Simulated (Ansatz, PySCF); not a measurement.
Molecule: AlBr2, net charge 0, doublet state. It need not be the lowest isomer of its formula. 
Geometry from a B3LYP-D3(BJ)/def2-TZVP (Ansatz, a quantum-chemistry and plane-wave program) optimisation:
```xyz
3

Al     0.6212     0.4891     0.5656
Br    -0.2566     1.4693    -1.2990
Br     0.0259    -1.6510     1.0889
```
Charge 0, spin multiplicity 2.

Total electronic energies in hartree. Correlated levels leave the core frozen unless marked. UHF or UKS for open shells. Spin-orbit coupling is left out. The frozen core is the preceding noble-gas configuration, with the filled d and f shells of earlier blocks. No relativistic terms. CBS(X,Y): correlation extrapolated as X^-3; Hartree-Fock from the larger set. [CCSD(T)-MP2]/basis is that difference in the basis named.

```csv
level,program,energy (Eh)
HF/def2-TZVPD,PySCF,-5386.87926
HF/def2-QZVPPD,Ansatz,-5386.98405
PBE/def2-TZVPD,Ansatz,-5389.93996
B97M-V/def2-TZVPD,Ansatz,[?]
B3LYP-D4/def2-TZVPD,Ansatz + dftd4,-5390.93045
PBE0/def2-TZVPD,Ansatz,-5390.14098
BHLYP-D4/def2-TZVPD,Ansatz + dftd4,-5390.84200
TPSSh-D3(BJ)/def2-TZVPD,PySCF + dftd3,-5390.69368
PW6B95-D3(BJ)/def2-TZVPD,PySCF + dftd3,-5393.34376
M06-2X/def2-TZVPD,PySCF,-5390.90992
LC-wPBE/def2-TZVPD,Ansatz,-5390.04749
"RI-MP2/CBS(def2-TZVPPD,def2-QZVPPD)",Ansatz,-5387.4199
SCS-MP2/6-31G*,Ansatz,-5386.49063
CCSD(T)/6-31G*,Ansatz,-5386.53280
"RI-MP2/CBS(def2-TZVPPD,def2-QZVPPD)+[CCSD(T)-MP2]/def2-TZVPPD",Ansatz,-5387.4689
```

Fill in the missing entries.


- B97M-V/def2-TZVPD, energy (Eh): -5389.86065
